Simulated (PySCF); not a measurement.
Run record: excited-state job, `F/C=C/C1=NOC=C1[O][GeH3]`.

Method: TDDFT PBE0/def2-SVPD, vertical, gas phase, core orbitals frozen in the response (PySCF 2.14.0, density-fitted response routines). Geometry: PBE0-D3(BJ)/def2-SVP. The input is one job of a driver script: a line of settings, then coordinates in Å.

Input:
```
{"job": {"kind": "uv", "xc": "PBE0", "basis": "def2-SVPD", "ip": true}, "charge": 0, "multiplicity": 1}
F      4.392986     1.720893    -0.385975
C      3.146402     1.271100    -0.347513
C      2.880083    -0.021902    -0.150440
C      1.538151    -0.568745    -0.089933
N      1.351530    -1.854758     0.116311
O      0.014610    -2.063994     0.126340
C     -0.635753    -0.908515    -0.073936
C      0.273085     0.099891    -0.221862
O      0.127423     1.413104    -0.439630
Ge    -1.493116     2.213453    -0.512922
H      2.394527     2.050780    -0.489189
H      3.703183    -0.728661    -0.020748
H     -1.722373    -0.956239    -0.085741
H     -2.264977     1.592274    -1.688015
H     -1.141494     3.684652    -0.731806
H     -2.198359     1.944706     0.825977
```

Output:
```
coarse grid: 68928 points
cycle   1  E = -2574.5873190932  dE =  1.186e+00  |g| = 8.173e-01  |ddm| = 7.362e+00
cycle   2  E = -2574.4218571196  dE =  1.655e-01  |g| = 1.252e+00  |ddm| = 3.043e+00
cycle   3  E = -2574.6960710535  dE = -2.742e-01  |g| = 1.677e-01  |ddm| = 1.935e+00
cycle   4  E = -2574.7006716904  dE = -4.601e-03  |g| = 6.851e-02  |ddm| = 3.246e-01
cycle   5  E = -2574.7014079449  dE = -7.363e-04  |g| = 2.517e-02  |ddm| = 1.247e-01
cycle   6  E = -2574.7015285343  dE = -1.206e-04  |g| = 8.671e-03  |ddm| = 5.005e-02
cycle   7  E = -2574.7015413100  dE = -1.278e-05  |g| = 2.918e-03  |ddm| = 1.541e-02
cycle   8  E = -2574.7015430053  dE = -1.695e-06  |g| = 3.952e-04  |ddm| = 4.664e-03
final grid: 146328 points
cycle   9  E = -2574.7014900909  dE = -3.158e-08  |g| = 7.937e-04  |ddm| = 1.668e-02
cycle  10  E = -2574.7014895827  dE =  5.082e-07  |g| = 1.684e-03  |ddm| = 4.449e-03
cycle  11  E = -2574.7014902350  dE = -6.523e-07  |g| = 9.486e-05  |ddm| = 2.999e-03
cycle  12  E = -2574.7014902369  dE = -1.904e-09  |g| = 2.249e-05  |ddm| = 1.676e-04
cycle  13  E = -2574.7014902370  dE = -8.959e-11  |g| = 7.277e-06  |ddm| = 5.145e-05
converged SCF energy = -2574.7014902370

Static polarisability (au): isotropic 102.877, principal 68.954 113.874 125.804

Singlet excitations
state   eV       nm        f      main configurations
  1   5.1299    241.7   0.00214   H->L+1 0.83, H-1->L+1 0.13
  2   5.1743    239.6   0.11988   H->L 0.79, H-1->L 0.14
  3   5.7062    217.3   0.00040   H-1->L+1 0.85, H->L+1 0.13
  4   5.8329    212.6   0.00601   H->L+2 0.89, H-1->L+2 0.10
  5   5.9854    207.1   0.23290   H-1->L 0.79, H->L 0.12
  6   6.0554    204.7   0.00433   H-2->L 0.96
  7   6.2595    198.1   0.03631   H->L+3 0.82
  8   6.2920    197.1   0.00443   H-1->L+2 0.82, H->L+2 0.09
  9   6.5724    188.6   0.00631   H->L+4 0.81, H-1->L+4 0.14
 10   6.6617    186.1   0.19302   H-1->L+3 0.84

Triplet excitations (Tamm-Dancoff, eV): 3.5008 4.0213 4.9333 4.9683
Vertical ionisation energy (delta-SCF) = 8.6877 eV
```

The SCF starts on a coarse grid where the log names one; the energy can jump when the final grid takes over, and dE then counts from the start density on the new grid. H and L stand for HOMO and LUMO; the number after each pair is its weight.

Q: Which computed singlet has the largest oscillator strength, and what do all of them sum to?

A: State 5 at 5.99 eV (207 nm), f = 0.233; the 10 states sum to 0.606.

Main results: HOMO -6.92 eV, LUMO -0.91 eV; lowest singlet 5.13 eV; lowest triplet 3.50 eV (Tamm–Dancoff); mean polarisability 102.9 au.

 The PBE0/def2-SVPD calculation is non-relativistic and has no spin–orbit coupling, an omission that weighs most on germanium.

Q: Estimate the wall time. Hardware: one thread of an Arm Neoverse V1, no GPU, on a shared host.

A: About 5.2 min.

One conformer stands for the species.
Labels such as C1 count atoms from 1, the log's own numbers from 0.
